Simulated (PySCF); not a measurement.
# What a mistake does to a calculation on ClH4OSi2

Calculated results; nothing here was measured. The program is PySCF 2.14.0, an open-source quantum chemistry code, run on an isolated molecule that a program drew, which may never have been made. The molecule is ClH4OSi2 (charge 0, doublet), drawn as the SMILES string `O[SiH][SiH2]Cl`.

Each row is a Hartree-Fock (HF) and frozen-core CCSD(T) single point in the cc-pV(D+d)Z basis, meant for a local HF minimum. Run 1 is clean. Each other run has one planted mistake out of seven kinds, and not every kind appears here: one electron removed, one electron added, multiplicity raised by two, geometry at a saddle point, minimal basis STO-3G, one bond length entered in bohr, all coordinates scaled. The reference is restricted for singlets and unrestricted otherwise, and also for a bond in bohr. Adding or removing an electron swaps singlet and doublet. Electrons count all cores. HOMO and LUMO are orbital energies over both spins, the gradient is its largest component, and the lowest frequency (negative if imaginary) is given only where the gradient is small. Bond lengths are over the 7 bonds as drawn. T1 is the CCSD diagnostic: over 0.02 (restricted) or 0.045 (unrestricted) a single reference is doubtful.

Geometry of the clean run:
```xyz
8
ClH4OSi2, angstrom
O    -0.1146    1.7125   -1.1383
Si    1.0160    1.4751    0.0475
Si    0.0183    1.4557    2.1901
Cl   -1.1509    3.1897    2.2938
H    -0.6818    2.4677   -1.0762
H     1.6886    0.1954   -0.2713
H    -0.8915    0.3219    2.4520
H     1.0258    1.5307    3.2659
```

```
run  electrons  basis functions  <S^2>  HOMO (eV)  LUMO (eV)  gradient (hartree/bohr)  lowest frequency (cm^-1)  mean bond (Å)  longest bond (Å)      T1  HF (hartree)  CCSD(T) (hartree)                 mistake
  1         57              103  0.758      -8.76       1.19                  1.3e-05                        48         1.6419             2.364  0.0147   -1114.62462        -1115.18873                no fault
  2         56              103  0.000     -16.54      -6.78                  5.7e-02                         -         1.6419             2.364  0.0193   -1114.33828        -1114.90630    one electron removed
  3         57              103  0.758      -8.95       0.94                  2.9e-02                         -         1.7042             2.453  0.0157   -1114.61441        -1115.18293  all coordinates scaled
  4         57               36  0.753      -6.03       5.46                  5.1e-02                         -         1.6419             2.364  0.0141   -1101.98243        -1102.12507                       ?
  5         57              103  1.724      -8.38       0.39                  1.2e-02                         -         1.8523             3.129  0.0204   -1114.50121        -1115.02684                       ?
```

**Which mistake was planted in run 4, and what did it cost?**

It has 36 basis functions where the clean run has 103, with the same electrons and geometry. So the mistake is: minimal basis STO-3G. Subtracting run 1 and multiplying by 627.51 kcal/mol a hartree, the energy moved by 7933.1 kcal/mol in HF and 8197.6 kcal/mol in CCSD(T).

**Which mistake was planted in run 5, and what did it cost?**

The mean bond changes by a factor of 1.128 and the longest by 1.324, so the molecule wasn't scaled as a whole. A length L in bohr read as angstrom grows by (1/0.5292 - 1) L = 0.890 L. The 7 bonds together grew by 7 x 0.2104 = 1.473 Å, which gives L = 1.655 Å. That is bond O1-Si2, 1.656 Å in the clean geometry. So the mistake is: one bond length entered in bohr. Subtracting run 1 and multiplying by 627.51 kcal/mol a hartree, the energy moved by 77.4 kcal/mol in HF and 101.6 kcal/mol in CCSD(T).

